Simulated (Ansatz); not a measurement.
The same ligand exchange along the group F, Cl, Br, I.

Isolated molecules relaxed with PBE0-D4/def2-TZVP in Ansatz; ΔE leaves out vibrations. CCSD(T)/CBS is the MP2 limit (def2-TZVPP, def2-QZVPP) plus CCSD(T) − MP2 in def2-TZVPP, frozen cores. This one scheme is used for every species. Elements past krypton have def2 core potentials. For Br, Hf, I outer-core shells are correlated without core-valence functions, which leaves a few kJ/mol of doubt a bond. Scalar relativity is left out up to krypton. Each species was taken in one conformer, which may not be the lowest.

```tsv
reaction	MP2/CBS(def2) (eV)	CCSD(T)/CBS(def2) (eV)
`[OH][Hf]([OH])([OH])[F]` + H₂S → `[OH][Hf]([OH])([OH])[SH]` + H–F	0.75	0.80
`[OH][Hf]([OH])([OH])[Cl]` + H₂S → `[OH][Hf]([OH])([OH])[SH]` + HCl	0.74	0.74
`[OH][Hf]([OH])([OH])[Br]` + H₂S → `[OH][Hf]([OH])([OH])[SH]` + HBr	0.79	0.77
`[OH][Hf]([OH])([OH])[I]` + H₂S → `[OH][Hf]([OH])([OH])[SH]` + HI	0.74	0.68
```

Largest T1 diagnostic: 0.015, for `[OH][Hf]([OH])([OH])[SH]`.
